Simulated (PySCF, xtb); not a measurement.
Sn(I)(OH)3 (H3IO3Sn), SMILES [OH][Sn]([OH])([OH])[I]. One conformer was computed; it need not be the lowest.

Harmonic wavenumbers (cm⁻¹) from GFN2-xTB (xtb 6.7.1) at its own minimum, in rising order: 91, 91, 134, 135, 142, 165, 167, 211, 272, 420, 502, 502, 805, 833, 833, 3624, 3625, 3631.

### Question
What does PBE-D3(BJ)/def2-SVP run with PySCF 2.14.0 give at its own minimum? (Estimate from the structure and the level; the computed values follow.)

### Answer
12, 13, 114, 114, 151, 168, 168, 173, 229, 578, 603, 603, 847, 873, 873, 3684, 3684, 3686. Paired by order, the mean absolute difference is 53 cm⁻¹ and the zero-point energies are 23.1 and 23.7 kcal/mol.
